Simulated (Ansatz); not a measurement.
This singlet lies 0.78 eV below the relaxed triplet at the level frozen-core CCSD(T)/aug-cc-pVDZ // B3LYP-D3(BJ)/def2-TZVPD (Ansatz, a first-principles code).

A geometry relaxed with Ansatz with B3LYP-D3(BJ)/def2-TZVPD, charge -1, multiplicity 1:

```xyz
7

H     -1.1956     0.3705     1.2757
H     -1.1383     1.3887    -0.8522
N      3.0431     0.4589     0.1273
C      2.1575    -0.2091    -0.2188
H     -2.5211    -0.4651    -0.4675
Al     0.7779    -1.5769    -0.9144
Si    -1.1236     0.0331    -0.1922
```

Problem. Write the SMILES of this molecule.

Solution. `N#[C][Al-][SiH3]`
